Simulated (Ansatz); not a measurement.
`C[Si]N([SiH3])[SiH3]` and `[SiH3][N]([SiH3])[GeH3]` differ in one atom or group.

Ansatz, PBE0-D4/def2-TZVP geometries, multiplicity 1. Each molecule was computed in one conformer, which needn't be the lowest.

Scalar relativity is left out up to krypton.

| property | `C[Si]N([SiH3])[SiH3]` |
| --- | --- |
| HOMO–LUMO gap (PBE0/def2-TZVPP) / eV | 4.46 |
| HOMO–LUMO gap (B3LYP/def2-TZVPP) / eV | 4.11 |
| HOMO–LUMO gap (PBE/def2-TZVPP) / eV | 2.60 |
| HOMO energy (B3LYP/def2-TZVPP) / eV | -6.03 |
| HOMO energy (PBE0/def2-TZVPP) / eV | -6.20 |
| LUMO energy (PBE0/def2-TZVPP) / eV | -1.74 |

(1) What does the change do to each property? (An estimate is asked.)

Results:

(1) Computed: 
```json
{"property": "HOMO–LUMO gap (PBE0/def2-TZVPP) / eV", "`[SiH3][N]([SiH3])[GeH3]`": "7.11", "shift": "2.65"}
{"property": "HOMO–LUMO gap (B3LYP/def2-TZVPP) / eV", "`[SiH3][N]([SiH3])[GeH3]`": "6.73", "shift": "2.62"}
{"property": "HOMO–LUMO gap (PBE/def2-TZVPP) / eV", "`[SiH3][N]([SiH3])[GeH3]`": "4.97", "shift": "2.37"}
{"property": "HOMO energy (B3LYP/def2-TZVPP) / eV", "`[SiH3][N]([SiH3])[GeH3]`": "-7.25", "shift": "-1.22"}
{"property": "HOMO energy (PBE0/def2-TZVPP) / eV", "`[SiH3][N]([SiH3])[GeH3]`": "-7.46", "shift": "-1.26"}
{"property": "LUMO energy (PBE0/def2-TZVPP) / eV", "`[SiH3][N]([SiH3])[GeH3]`": "-0.36", "shift": "1.38"}
```

With PBE0 the HOMO falls by 1.26 eV and the LUMO rises by 1.38 eV, so the gap widens by about 2.64 eV. PBE moves the HOMO by -1.01 eV and ωB97M-V by -1.41 eV.

Positive LUMOs are unbound, so they and the gaps depend on the basis.

B3LYP here is the variant with VWN-RPA as its local correlation; programs differ in this.
